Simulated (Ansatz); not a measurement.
CH7GeN can be A, `N[CH2][GeH3]`, or B, `C[NH][GeH3]`.

Program: Ansatz. Geometries: PBE0-D4/def2-TZVP. ΔE: electronic, gas phase. CCSD(T)/CBS is the MP2 limit (def2-TZVPP, def2-QZVPP) plus CCSD(T) − MP2 in def2-TZVPP, frozen cores. Functionals use def2-TZVPP. B3LYP here is the variant with VWN-RPA as its local correlation; programs differ in this. For Ge outer-core shells are correlated without core-valence functions, which leaves a few kJ/mol of doubt a bond. Scalar relativity is left out up to krypton. One conformer a species, not always the lowest.

(1) Which is lower in electronic energy at CCSD(T)/CBS, and by how much? (An estimate is asked.)

(2) Give E(B) − E(A) in kJ/mol with BLYP-D4, LDA (SPW92), CCSD/def2-TZVPP, HF/def2-TZVPP, MP2/def2-TZVPP, B2PLYP, B3LYP. (Estimate.)

(3) Does the order hold for the free energy at 298.15 K (harmonic terms from PBE0-D4)? (Estimate.)

Largest T1 diagnostic: 0.011.

Results:

(1) The calculation gave: B, by 20.0 kJ/mol.

(2) Ansatz gave: BLYP-D4 -21.5, LDA (SPW92) -15.3, CCSD/def2-TZVPP -21.7, HF/def2-TZVPP -29.8, MP2/def2-TZVPP -22.6, B2PLYP -22.9, B3LYP -21.7. None reverses the order clearly.

(3) The calculation gave: Yes: G(B) − G(A) = -21.3 kJ/mol, for one conformer each.

From BLYP to BHLYP (50 % exact exchange), in def2-TZVPP and without D4, E(B) − E(A) moves by −3.4 kJ/mol. At CCSD(T), def2-SVP lies −6.6 kJ/mol from the extrapolated value and def2-TZVPP −1.3 kJ/mol.
